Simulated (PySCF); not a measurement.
Simulation results for ClGe$_{2}$H$_{3}$N, ClGe$_{2}$H$_{4}$N, Ge$_{2}$H$_{5}$N

Calculation on a computer-drawn molecule: the log of a Hartree-Fock and frozen-core CCSD(T) single point meant for a local Hartree-Fock minimum, with one planted fault or none, to be diagnosed. Offsets are logged minus clean, where the clean run is the same molecule without the fault. The reference is restricted for singlets and unrestricted otherwise, and also for a bond in bohr or an excited solution. Adding or removing an electron swaps singlet and doublet. The excited solution moves the top pair (singlet) or top alpha electron (doublet) to the lowest empty orbital. Highest occupied and lowest empty are orbital energies over both spins, largest force is the largest gradient component, triples share is (T) over the correlation energy, the T1 limit is 0.02 restricted and 0.045 unrestricted, electrons count all cores, a negative frequency is imaginary (commonest isotopes), and the dipole is about the centre of nuclear charge; on germanium a core potential holds 10 electrons, which the energies leave out, and 3d is frozen in MP2 and coupled-cluster steps. Program: PySCF 2.14.0.

Common to all runs: meant multiplicity 1; meant basis and core potential on germanium cc-pVDZ-PP ECP10MDF; logged SCF converged yes; logged CC converged yes; logged SCF stable within its kind yes; possible faults no fault, one electron removed, one electron added, multiplicity raised by two, geometry at a saddle point, SCF held on an excited solution, minimal basis STO-3G, one bond length entered in bohr, all coordinates scaled.

```json
{"entry": 1, "formula": "ClGe2H3N", "logged_structure": {"atoms_angstrom": [["Cl", 1.2335, -0.7143, -1.6099], ["Ge", -0.4831, -0.9793, -0.4547], ["N", -0.5186, -0.481, 1.1445], ["Ge", -0.2913, 0.1028, 2.7143], ["H", -1.6303, -1.6325, -1.1713], ["H", 0.2113, -0.8279, 3.7917], ["H", -0.6505, 1.533, 3.0388]]}, "given": {"meant_charge": 1, "meant_basis": "cc-pV(D+d)Z", "logged_electrons": 90, "logged_basis_functions": 98, "logged_spin_squared": 2.0376, "logged_highest_occupied [eV]": -11.442, "logged_lowest_empty [eV]": -5.8284, "logged_largest_force [hartree/bohr]": 0.14827, "logged_T1_diagnostic": 0.019854, "logged_D1_diagnostic": 0.06968, "logged_triples_share": 0.028959, "logged_dipole_magnitude [debye]": 3.8145, "logged_energy_HF [hartree]": -1102.08687, "logged_energy_CCSD(T) [hartree]": -1102.56764, "drawn_bonds_atom": [1, 2, 3, 2, 4, 4], "drawn_bonds_other_atom": [2, 3, 4, 5, 6, 7], "drawn_bonds_order": [1, 2, 1, 1, 1, 1]}, "results": {"planted_fault": "multiplicity raised by two", "HF_energy_offset_from_clean_run [kcal/mol]": 70.98, "CCSD(T)_energy_offset_from_clean_run [kcal/mol]": 95.5}}
{"entry": 2, "formula": "ClGe2H3N", "logged_structure": {"atoms_angstrom": [["Cl", 1.2335, -0.7143, -1.6099], ["Ge", -0.4831, -0.9793, -0.4547], ["N", -0.5186, -0.481, 1.1445], ["Ge", -0.2913, 0.1028, 2.7143], ["H", -1.6303, -1.6325, -1.1713], ["H", 0.2113, -0.8279, 3.7917], ["H", -0.6505, 1.533, 3.0388]]}, "given": {"meant_charge": 1, "meant_basis": "cc-pV(D+d)Z", "logged_electrons": 90, "logged_basis_functions": 98, "logged_spin_squared": 0.0, "logged_highest_occupied [eV]": -15.882, "logged_lowest_empty [eV]": -3.8992, "logged_largest_force [hartree/bohr]": 1.789e-05, "logged_lowest_frequency [cm^-1]": 54.213, "logged_T1_diagnostic": 0.020487, "logged_D1_diagnostic": 0.064106, "logged_triples_share": 0.033705, "logged_dipole_magnitude [debye]": 3.57, "logged_energy_HF [hartree]": -1102.19999, "logged_energy_CCSD(T) [hartree]": -1102.71982, "drawn_bonds_atom": [1, 2, 3, 2, 4, 4], "drawn_bonds_other_atom": [2, 3, 4, 5, 6, 7], "drawn_bonds_order": [1, 2, 1, 1, 1, 1]}, "results": {"planted_fault": "no fault", "HF_energy_offset_from_clean_run [kcal/mol]": 0.0, "CCSD(T)_energy_offset_from_clean_run [kcal/mol]": 0.0}, "notes": ["T1 above single-reference limit"]}
{"entry": 3, "formula": "ClGe2H4N", "logged_structure": {"atoms_angstrom": [["Cl", 2.6999, -0.0864, -1.9736], ["Ge", 3.0074, 0.2305, 0.2252], ["N", 1.2639, 0.3941, 0.6854], ["Ge", -0.3481, 0.3376, -0.2587], ["H", 1.1342, 0.5508, 1.6729], ["H", -1.4375, 0.5565, 0.7974], ["H", -0.3909, 1.4551, -1.2957], ["H", -0.5245, -1.0259, -0.919]]}, "given": {"meant_charge": 0, "meant_basis": "cc-pV(D+d)Z", "logged_electrons": 93, "logged_basis_functions": 103, "logged_spin_squared": 0.7668, "logged_highest_occupied [eV]": -0.37936, "logged_lowest_empty [eV]": 7.7408, "logged_largest_force [hartree/bohr]": 0.071237, "logged_T1_diagnostic": 0.014969, "logged_D1_diagnostic": 0.048596, "logged_triples_share": 0.026685, "logged_dipole_magnitude [debye]": 5.6842, "logged_energy_HF [hartree]": -1103.09254, "logged_energy_CCSD(T) [hartree]": -1103.64189, "drawn_bonds_atom": [1, 2, 3, 3, 4, 4, 4], "drawn_bonds_other_atom": [2, 3, 4, 5, 6, 7, 8], "drawn_bonds_order": [1, 1, 1, 1, 1, 1, 1]}, "results": {"planted_fault": "one electron added", "HF_energy_offset_from_clean_run [kcal/mol]": 9.298, "CCSD(T)_energy_offset_from_clean_run [kcal/mol]": 8.636}}
{"entry": 4, "formula": "Ge2H5N", "logged_structure": {"atoms_angstrom": [["Ge", 0.0247, 1.6458, -0.151], ["N", 0.8183, 2.2371, 1.1975], ["Ge", 1.6821, 1.307, 2.5178], ["H", -0.1383, 0.1784, -0.5545], ["H", -0.6327, 2.6051, -1.1323], ["H", 1.6359, -0.2206, 2.2993], ["H", 3.1507, 1.7465, 2.5591], ["H", 1.0224, 1.6241, 3.8653]]}, "given": {"meant_charge": 0, "meant_basis": "cc-pVDZ", "logged_electrons": 77, "logged_basis_functions": 85, "logged_spin_squared": 0.7726, "logged_highest_occupied [eV]": -0.16261, "logged_lowest_empty [eV]": 8.2317, "logged_largest_force [hartree/bohr]": 0.073715, "logged_T1_diagnostic": 0.017512, "logged_D1_diagnostic": 0.054066, "logged_triples_share": 0.03194, "logged_dipole_magnitude [debye]": 2.6056, "logged_energy_HF [hartree]": -644.02196, "logged_energy_CCSD(T) [hartree]": -644.4479, "drawn_bonds_atom": [1, 2, 1, 1, 3, 3, 3], "drawn_bonds_other_atom": [2, 3, 4, 5, 6, 7, 8], "drawn_bonds_order": [2, 1, 1, 1, 1, 1, 1]}, "results": {"planted_fault": "one electron added", "HF_energy_offset_from_clean_run [kcal/mol]": 14.7, "CCSD(T)_energy_offset_from_clean_run [kcal/mol]": 12.49}}
{"entry": 5, "formula": "Ge2H5N", "logged_structure": {"atoms_angstrom": [["Ge", 0.0231, 1.5405, -0.1413], ["N", 0.7659, 2.0939, 1.1209], ["Ge", 1.5744, 1.2234, 2.3566], ["H", -0.1295, 0.1669, -0.519], ["H", -0.5922, 2.4383, -1.0598], ["H", 1.5312, -0.2065, 2.1522], ["H", 2.949, 1.6347, 2.3953], ["H", 0.957, 1.5202, 3.6179]]}, "given": {"meant_charge": 0, "meant_basis": "cc-pVDZ", "logged_electrons": 76, "logged_basis_functions": 85, "logged_spin_squared": 0.0, "logged_highest_occupied [eV]": -10.209, "logged_lowest_empty [eV]": 1.6749, "logged_largest_force [hartree/bohr]": 0.07186, "logged_T1_diagnostic": 0.016437, "logged_D1_diagnostic": 0.054016, "logged_triples_share": 0.030455, "logged_dipole_magnitude [debye]": 3.0753, "logged_energy_HF [hartree]": -644.0059, "logged_energy_CCSD(T) [hartree]": -644.41472, "drawn_bonds_atom": [1, 2, 1, 1, 3, 3, 3], "drawn_bonds_other_atom": [2, 3, 4, 5, 6, 7, 8], "drawn_bonds_order": [2, 1, 1, 1, 1, 1, 1]}, "results": {}}
```

Questions
1. Ge$_{2}$H$_{5}$N (entry 5): planted fault?

Calculated values
1. all coordinates scaled, by -6.4 %

Further results for Ge$_{2}$H$_{5}$N (entry 5):

| Item | Value |
| --- | --- |
| HF energy offset from clean run | 24.78 kcal/mol |
| CCSD(T) energy offset from clean run | 33.31 kcal/mol |
